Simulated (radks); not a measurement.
Species: Se9+. Configuration: [Ar] 3d7. Calculated with a radial shooting solver on a logarithmic mesh with Libxc functionals: scalar-relativistic Kohn-Sham, BLYP, spin-polarised, spherical densities, finite nucleus; open shells are filled with parallel spins first; Fermi nuclear charge, rms radius 4.14 fm. Some entries of the table are withheld. Estimate them.

orbital,occ.,eigenvalue (eV),<1/r> (bohr^-1),r(max) (bohr)
1s up,1,-12714.84,34.56,0.02880
1s down,1,-12714.82,34.56,0.02880
2s up,1,-1816.521,7.632,0.1645
2s down,1,-1813.065,7.642,0.1644
2p up,3,-1622.997,7.475,0.1317
2p down,3,-1620.400,7.484,0.1316
3s up,1,-405.5945,2.584,0.4941
3s down,1,-400.2589,2.573,0.4949
3p up,3,-344.3352,(1),0.4890
3p down,3,-339.0215,(2),0.4900
3d up,5,-244.0329,2.233,0.4288
3d down,2,-238.3846,2.219,0.4311

Answer. 
(1) 3p up <1/r> (bohr^-1): 2.454
(2) 3p down <1/r> (bohr^-1): 2.441
